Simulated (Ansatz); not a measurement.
isotetrasilane (H10Si4), singlet (typed; the unrestricted solution is spin-contaminated), at a GFN2-xTB geometry, with bond 10-3 at 1.8 times its length; HF/STO-3G run with Ansatz (an electronic-structure program).

Ansatz was given this input:
Ansatz 0.2 input:
```yaml
crystal:
  periodic: [false, false, false]
  atoms:
    - {symbol: Si, position_ang: [-0.01394313, 2.09614472, -0.79913652]}
    - {symbol: Si, position_ang: [0.04558500, 0.14517732, 0.46898895]}
    - {symbol: Si, position_ang: [1.91744944, -1.16426879, 0.02240857]}
    - {symbol: Si, position_ang: [-1.94350764, -1.05927062, 0.36518505]}
    - {symbol: H, position_ang: [1.20137455, 2.90488590, -0.67825699]}
    - {symbol: H, position_ang: [-0.16176468, 1.78520261, -2.22362805]}
    - {symbol: H, position_ang: [-1.12917524, 2.98053605, -0.45309522]}
    - {symbol: H, position_ang: [0.18280575, 0.58219256, 1.88074744]}
    - {symbol: H, position_ang: [3.18280585, -0.44523778, 0.18824825]}
    - {symbol: H, position_ang: [1.87877090, -2.03137512, -2.46861904]}
    - {symbol: H, position_ang: [2.00972012, -2.35449961, 0.87123596]}
    - {symbol: H, position_ang: [-1.95871071, -2.23300110, 1.24140469]}
    - {symbol: H, position_ang: [-3.12199303, -0.26661890, 0.72371910]}
    - {symbol: H, position_ang: [-2.17919530, -1.55642221, -0.99312418]}
basis:
  gaussian:
    orbitals: STO-3G
hamiltonian:
  xc: hf
scf: {lower_state_search: standard}
magnetization: {spin_polarized: true}
```

**Question.** What does Ansatz print? Leave out banner, timings and long lists.

**Answer.** 
```
Functional definition: HF
514 factors; integrals over basis functions are off by at most 4.0e-5 eV
mean field evaluation 1: about -31236.2600 eV, gradient 1.4e1 eV
mean field evaluation 2: about -31236.3004 eV, gradient 1.4e1 eV
mean field evaluation 4: about -31239.6047 eV, gradient 1.3e0 eV
mean field evaluation 8: about -31239.6234 eV, gradient 2.4e-5 eV
mean field evaluation 16: about -31241.8553 eV, gradient 9.1e-5 eV
mean field evaluation 32: about -31241.6975 eV, gradient 2.8e0 eV
mean field -31241.85528604 eV, -1148.1170052717 hartree, gradient 7.6e-5 eV, S^2 0.884133; 4 other end points of the search recorded, 0 dependent functions left out
reference -31241.85528604 eV, -1148.1170052717 hartree; 33, 33 occupied and 13, 13 virtual orbitals, 514 factors
Total energy: -31241.85528604 eV, -1148.1170052717 hartree
```
